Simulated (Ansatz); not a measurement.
K4H4⁻. Charge -1, multiplicity 2. Geometry r2SCAN-D4/def2-SVP, that of the neutral singlet; atoms count from 1.

Cartesian coordinates in Å:
```
K 1.943 -0.629 -1.099
K -1.382 -1.845 0.243
K 0.534 0.846 2.092
K -1.095 1.628 -1.236
H -0.517 -0.819 -2.026
H 1.338 1.787 -0.235
H 1.060 -1.577 1.197
H -1.881 0.609 1.064
```

The highest occupied level of the charge -1 doublet lies above zero (up to 0.67 eV). Energy differences put its binding near zero (0.03 eV; vertical, against the charge 0 singlet, at PBE0-D4/def2-TZVPD), which leaves it undecided. The structure comes from a short search, and lower isomers may exist.

Problem. Estimate the Mulliken populations from the PBE0/def2-TZVPD orbitals of Ansatz.

Solution. 
```json
{"atom": "K1", "charge (e)": "0.35", "spin (α − β)": "0.24"}
{"atom": "K2", "charge (e)": "0.35", "spin (α − β)": "0.24"}
{"atom": "K3", "charge (e)": "0.35", "spin (α − β)": "0.24"}
{"atom": "K4", "charge (e)": "0.35", "spin (α − β)": "0.24"}
{"atom": "H5", "charge (e)": "-0.60", "spin (α − β)": "0.01"}
{"atom": "H6", "charge (e)": "-0.60", "spin (α − β)": "0.01"}
{"atom": "H7", "charge (e)": "-0.60", "spin (α − β)": "0.01"}
{"atom": "H8", "charge (e)": "-0.60", "spin (α − β)": "0.01"}
```
Mulliken values depend strongly on the basis. With diffuse functions, as here, like atoms can get unlike values, and bond orders can come out too low or too high.

Problem. Where does the spin sit?

Solution. Summed by element: K 0.95, H 0.05, of 1 unpaired in all. Largest on single atoms: K1 0.24, K3 0.24, K4 0.24.
